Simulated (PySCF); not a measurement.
C4H7F3Si.
Atom-mapped SMILES: `[F:1][C:2]([F:3])=[C:4]([F:5])[CH2:6][CH2:7][SiH3:8]` (hydrogens: H9, H10 on C6; H11, H12 on C7; H13, H14, H15 on Si8)

All values: CAM-B3LYP/def2-SVPD (PySCF, non-relativistic), on one gas-phase PBE0-D3(BJ)/def2-SVP geometry that isn't relaxed in the solvent. The solvent is an IEF-PCM continuum (cavity from Bondi-type radii × 1.2), and excitations are vertical TDDFT with non-equilibrium linear response and a frozen core. The model holds no explicit solvent molecules, cavitation or dispersion.

Gas-phase singlets (H = HOMO, L = LUMO):

```
state  E (eV)  λ (nm)      f           leading configurations
   S1   6.525     190  0.016               H→L 58%, H→L+1 26%
   S2   7.202     172  0.000  H→L+5 27%, H→L+3 21%, H→L+8 15%
   S3   7.482     166  0.291    H→L+2 46%, H→L 27%, H→L+1 20%
   S4   7.864     158  0.318  H→L+4 26%, H→L+1 21%, H→L+3 18%
   S5   8.020     155  0.008  H→L+3 34%, H→L+7 33%, H→L+4 21%
```

Task: Give the list for benzene (ε = 2.271), n² = 2.25.

Result: 
| state | E (eV) | λ (nm) | f | leading configurations | change by rank (eV) |
| --- | --- | --- | --- | --- | --- |
| S1 | 6.486 | 191 | 0.019 | H→L 63%, H→L+1 26% | -0.039 |
| S2 | 7.183 | 173 | 0.000 | H→L+3 30%, H→L+5 27%, H→L+8 11% | -0.019 |
| S3 | 7.428 | 167 | 0.522 | H→L+2 46%, H→L+1 24%, H→L 18% | -0.054 |
| S4 | 7.824 | 158 | 0.204 | H→L+1 25%, H→L+3 20%, H→L+4 19% | -0.040 |
| S5 | 8.095 | 153 | 0.010 | H→L+4 32%, H→L+7 31%, H→L+3 18% | +0.075 |

Task: The ground-state energy changes by -0.049 eV from gas to benzene. By how much does the total energy of gas-phase S1 change?

Result: E(S1) = E(S0) + excitation energy, so it changes by -0.049 − 0.039 = -0.088 eV: it is lowered more than the ground state, which is what a red shift means. This is the vertical state, with the slow part of the continuum still set for S0.

Task: How do the frontier levels move from gas to benzene?

Result: 
```csv
orbital,gas (eV),solvent (eV),change (eV),"Löwdin shares, gas","Löwdin shares, solvent"
LUMO+2,1.45,1.55,+0.10,"Si8 21 %, C2 21 %, C4 10 %, F1 7 %","Si8 26 %, C2 16 %, C4 10 %, H15 8 %"
LUMO+1,1.37,1.45,+0.08,"Si8 33 %, C2 18 %, H13 7 %, F3 7 %","Si8 30 %, C2 20 %, F3 9 %, F1 7 %"
LUMO,0.85,0.98,+0.13,"Si8 23 %, C2 12 %, C7 9 %, C6 9 %","Si8 20 %, C2 16 %, C4 9 %, C7 8 %"
HOMO,-8.68,-8.61,+0.07,"C4 30 %, C2 27 %, F5 12 %, F1 10 %","C4 30 %, C2 28 %, F5 11 %, F1 10 %"
HOMO-1,-10.58,-10.41,+0.17,"C7 36 %, Si8 24 %, C6 9 %, C4 5 %","C7 36 %, Si8 24 %, C6 9 %, C4 5 %"
HOMO-2,-11.02,-10.86,+0.16,"Si8 35 %, H14 23 %, H13 20 %, C7 10 %","Si8 34 %, H14 22 %, H13 20 %, C7 11 %"
HOMO-3,-11.14,-10.99,+0.15,"Si8 38 %, H15 32 %, H13 10 %, H14 7 %","Si8 38 %, H15 32 %, H13 10 %, H14 7 %"
```

The HOMO–LUMO gap goes from 9.53 to 9.59 eV.

The run took 32 s of wall time on Intel Xeon 6975P-C, one thread, shared host, and the process peaked at 1.1 GiB of memory. This is the whole response run at CAM-B3LYP/def2-SVPD in benzene, SCF included.

Conformer computed: `[F:1][C:2]([F:3])=[C:4]([F:5])[CH2:6][CH2:7][SiH3:8]`: C2–C4–C6–C7 119°, C4–C6–C7–Si8 178°.
